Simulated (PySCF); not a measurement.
Si(H)(Me)(OH)(OMe) (C2H8O2Si), SMILES C[SiH](OC)O. Atoms are numbered in the order given.

```xyz
13

Si     0.2564     0.3415    -0.3402
C      1.9791    -0.2712    -0.6838
O      0.3627     1.4696     0.9041
O     -0.6433    -1.0091     0.0972
C     -2.0252    -0.9643     0.3761
H     -0.4247     0.9863    -1.5256
H      1.9658    -1.0718    -1.4494
H      2.6284     0.5520    -1.0420
H      2.4230    -0.6852     0.2438
H     -0.4014     2.0626     0.9982
H     -2.2469    -0.3967     1.3104
H     -2.4001    -1.9997     0.5153
H     -2.6129    -0.5001    -0.4522
```

Geometry optimised at PBE-D3(BJ)/def2-SVP. Other conformers were not sampled.

The numbers are results of PBE/def2-TZVP (PySCF), not measurements.

```json
{
 "total_energy": "-520.74042 hartree",
 "highest_occupied_level": "-6.53 eV",
 "lowest_empty_level": "-0.25 eV",
 "orbital_gap": "6.28 eV",
 "dipole_moment": "1.43 D",
 "quadrupole, principal values (traceless, Buckingham form, about the centre of nuclear charge)": "-5.41, -1.44, 6.85 D·Å",
 "mean_static_polarisability": "59.7 bohr³ (8.85 Å³)",
 "polarisability_principal_values": "54.0, 56.4, 68.7 bohr³"
}
```
